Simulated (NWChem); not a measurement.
Species: BI₂F; SMILES FB(I)I

Computed with NWChem. The geometry was optimised at PBE0/def2-SVP. def2 effective core potentials on I; no spin-orbit coupling. Level PBE/def2-SVP: energy and gradient on several grids; changes count from the extra-fine grid, which is no exact limit either.

### Question
Which is the coarsest grid (coarse; fine; xfine; medium; xcoarse) from which on the energy stays within 50 μHa and each gradient component within 100 μHa/bohr of xfine?

### Answer
medium.
| grid | size of the energy change (μHa) | largest change of a gradient component (μHa/bohr) |
|---|---|---|
| xcoarse | 2000 | 4000 |
| coarse | 40 | 900 |
| medium | < 10 | 50 |
| fine | < 10 | < 30 |
| xfine | < 10 | < 30 |
